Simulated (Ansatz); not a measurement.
`[SiH3]C[CH2][InH2]` + H₂ → `C[CH2][InH2]` + SiH₄ at 600 K and 1 bar (hydrogenolysis of a C–Si bond).

Computed with Ansatz on PBE0-D4/def2-TZVP structures; ΔE is electronic, products minus reactants. CBS: MP2 limit from def2 TZ/QZ plus the TZ coupled-cluster correction, frozen cores. This one scheme is used for every species. Elements past krypton have def2 core potentials. For In outer-core shells are correlated without core-valence functions, which leaves a few kJ/mol of doubt a bond. One conformer a species, not always the lowest.

| species | CCSD(T)/CBS energy (Eh) | H − E (kJ/mol) | S (J/(mol·K)) |
| --- | --- | --- | --- |
| `[SiH3]C[CH2][InH2]` | -560.37565 | 310.6 | 475.5 |
| H₂ | -1.17544 | 43.9 | 150.8 |
| `C[CH2][InH2]` | -270.09414 | 251.9 | 408.1 |
| SiH₄ | -291.46306 | 108.7 | 242.3 |

H − E and S are ideal-gas, rigid-rotor, harmonic terms from PBE0-D4/def2-TZVP, for one conformer and one mirror image of each species. For small species the MP2-based limit differs from directly extrapolated CCSD(T) by up to some mEh (0.8 for H₂); such offsets cancel only in part. 1 Eh = 2625.50 kJ/mol, R = 8.31446 J/(mol·K).

Task: By hand: ΔE, ΔH, ΔS and ΔG.

Result: ΔE = (-270.09414) + (-291.46306) − (-560.37565) − (-1.17544) = -0.00611 Eh = -16.0 kJ/mol. Δ(H − E) = 251.9 + 108.7 − 310.6 − 43.9 = 6.1, so ΔH = -9.9 kJ/mol. ΔS = 408.1 + 242.3 − 475.5 − 150.8 = 24.1 J/(mol·K). ΔG = -9.9 − 600 × (24.1)/1000 = -24.4 kJ/mol.

Task: By hand: the equilibrium constant, and the temperature at which ΔG would vanish if ΔH and ΔS stayed fixed.

Result: log₁₀ K = −ΔG/(RT ln 10) = 2.1. ΔH and −TΔS have one sign here, so there is no such temperature.

TΔS isn't small against ΔH here. A doubt of 5 kJ/mol in ΔE shifts log₁₀ K by 0.4 here. Other conformers and mirror images would add mixing entropy, several J/(mol·K) or more a flexible species. These are equilibria of isolated gas molecules and say nothing of rates. Largest T1 diagnostic: 0.013 (customary marks: 0.02 for closed shells, 0.045 for open ones).
